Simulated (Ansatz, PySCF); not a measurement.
Reaction R1 → P1 + P2, each structure at its B3LYP-D3(BJ)/def2-TZVP stationary point, reached from a drawn start (curvature not checked).
R1, GaH3 (SMILES [GaH3]) (charge 0, multiplicity 1):
| atom | x (Å) | y (Å) | z (Å) |
|---|---|---|---|
| Ga | 0.0000 | 0.0000 | 0.0001 |
| H | 1.5698 | -0.0098 | -0.0094 |
| H | -0.7764 | 1.3643 | -0.0016 |
| H | -0.7933 | -1.3545 | 0.0110 |
P1: GaH (SMILES [GaH]), charge 0, multiplicity 1.
P2: H2 (SMILES [H][H]), charge 0, multiplicity 1.

P less R. No zero-point or thermal terms; no spin–orbit coupling.

Correlated levels freeze the cores. In cc and def2 sets filled d and f shells under p-block atoms count as core.

The values were computed with Ansatz (Gaussian basis) for Hartree–Fock, density functionals and correlated methods; PySCF for the D3/D4 terms. Each number belongs to the level named beside it.

Give the reaction energy at the level CCSD(T)/cc-pVQZ.

18.5 kcal/mol

Estimate the reaction energy that revPBE-D4/def2-TZVPP returns for this input.

16.8 kcal/mol

What reaction energy does r2SCAN-D4/def2-TZVPP give?

23.5 kcal/mol

Ansatz is an electronic-structure program.
